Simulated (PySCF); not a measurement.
## Löwdin shares of the frontier orbitals

Compound: RuO3(NMe), CH3NO3Ru (singlet state).
Structure used (PBE0-D3(BJ)/def2-SVP), in Å, numbered top down from 1:
```
atom  x, y, z in Å
Ru1    0.5928    1.2670    0.5532
O2     0.5653    1.1909    2.2308
O3     2.1776    1.3936    0.0122
O4    -0.2999    2.5878    0.0240
N5    -0.0866   -0.1419   -0.0711
C6    -0.6265   -1.3305   -0.5824
H7    -1.6988   -1.4047   -0.3287
H8    -0.5215   -1.3578   -1.6815
H9    -0.1023   -2.2044   -0.1564
```

The calculation used TDDFT wB97X-D/def2-SVPD, vertical, gas phase, core orbitals frozen in the response, def2 core potentials past Kr (PySCF). Spin–orbit coupling is left out.

Kohn–Sham orbitals with the atoms that hold most of them (Löwdin shares over 4%, at most four atoms):

```csv
orbital,ε (eV),atoms
LUMO+2,-0.73,"Ru1 44%, O4 12%, N5 12%, O2 12%"
LUMO+1,-2.30,"Ru1 42%, N5 16%, O4 13%, O2 11%"
LUMO,-2.30,"Ru1 42%, N5 16%, O3 13%, O2 12%"
HOMO,-10.38,"N5 36%, O4 30%, O2 10%, C6 8%"
HOMO-1,-10.38,"N5 36%, O3 24%, O2 21%, C6 8%"
HOMO-2,-11.21,"O4 33%, O2 33%, O3 33%"
HOMO-3,-11.87,"O3 28%, O2 28%, O4 28%, Ru1 9%"
```

Within 0.005 eV of a neighbour in this list lie HOMO-1/HOMO and LUMO/LUMO+1.

(1) The HOMO–LUMO gap is 8.07 eV. Where does the response calculation put the lowest singlet, and from which orbitals?

Results:

(1) S1 is at 2.51 eV (f = 0.0000), 5.56 eV below the gap, made of HOMO-1/HOMO→LUMO/LUMO+1 (99%). Without the coupling terms of the response equations the lowest excitation would equal the gap.

For S1 the Löwdin share of ruthenium is at most 8% in HOMO and 42% in LUMO+1.

Next come S2 at 2.83 eV (f 0.0022), HOMO-1/HOMO→LUMO/LUMO+1 (≥90%); S3 at 2.83 eV (f 0.0021), HOMO-1/HOMO→LUMO/LUMO+1 (≥90%); S4 at 3.71 eV (f 0.0033), HOMO-2→LUMO/LUMO+1 (≥73%), HOMO-4→LUMO/LUMO+1 (≥9%), HOMO-3→LUMO/LUMO+1 (≥9%); S5 at 3.72 eV (f 0.0033), HOMO-2→LUMO/LUMO+1 (≥72%), HOMO-3→LUMO/LUMO+1 (≥10%), HOMO-4→LUMO/LUMO+1 (≥9%).

Orbitals of the list HOMO-3 to LUMO+2 that lie within 0.01 eV of each other are written together with a slash and their weights summed (≥ marks a lower bound); for degenerate orbitals outside that list single weights are arbitrary.

Löwdin shares depend on the basis, the more so with diffuse functions.
